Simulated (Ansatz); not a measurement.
`N[Si]1(F)CO1` → `F[SiH]1NCO1`  (isomerisation)

Gas-phase electronic energies from Ansatz, PBE0-D4/def2-TZVP geometries. CCSD(T)/CBS is the MP2 limit (def2-TZVPP, def2-QZVPP) plus CCSD(T) − MP2 in def2-TZVPP, frozen cores. Functionals use def2-TZVPP. One conformer a species, not always the lowest.

Question: Is it downhill or uphill in electronic energy at CCSD(T)/CBS, and by how much? (Best estimate.)

Answer: Ansatz gave: Downhill: ΔE = -26.8 kJ/mol.

Question: What do these levels give: BHLYP-D4, BLYP, r2SCAN, LC-ωPBE, CCSD/def2-TZVPP, MP2/def2-QZVPP? (Estimate.)

Answer: The calculation gave: BHLYP-D4 -33.3, BLYP -16.0, r2SCAN -20.1, LC-ωPBE -31.2, CCSD/def2-TZVPP -31.9, MP2/def2-QZVPP -26.0 kJ/mol.

Largest T1 diagnostic among the species: 0.012.

In def2-TZVPP, CCSD(T) changes the Hartree–Fock value by +15.3 kJ/mol (the triples alone add +2.1 kJ/mol) and MP2 by +17.3 kJ/mol. From BLYP to BHLYP (50 % exact exchange), in def2-TZVPP and without D4, ΔE moves by −17.8 kJ/mol. At CCSD(T), def2-SVP lies −25.2 kJ/mol from the extrapolated value and def2-TZVPP −3.0 kJ/mol.
